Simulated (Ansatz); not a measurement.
Species: CeO2, net charge 0, singlet state. 
Coordinates optimised at B3LYP-D3(BJ)/def2-TZVP (Ansatz, a quantum-chemistry and plane-wave program):
```
Ce
O 1 1.8204
O 1 1.8204 2 139.54
```

Wanted: vertical electron affinity (to the doublet state of charge -1; a negative value means that the extra electron is unbound and the number depends on the basis; each state is the SCF solution reached for its spin; for the singlet T1 is 0.028), in eV. Open shells are spin-unrestricted. No spin-orbit coupling. Past Kr the def2 sets carry scalar-relativistic core potentials. Anions need diffuse functions: the other sets have none. 

```tsv
level	program	vertical electron affinity (eV)
PBE/def2-TZVP	Ansatz	0.34
r2SCAN/def2-TZVP	Ansatz	0.31
B3LYP/def2-TZVP	Ansatz	0.44
wB97M-V/def2-TZVP	Ansatz	0.18
wB97X-V/def2-TZVP	Ansatz	0.16
wB97X/def2-TZVP	Ansatz	0.07
```
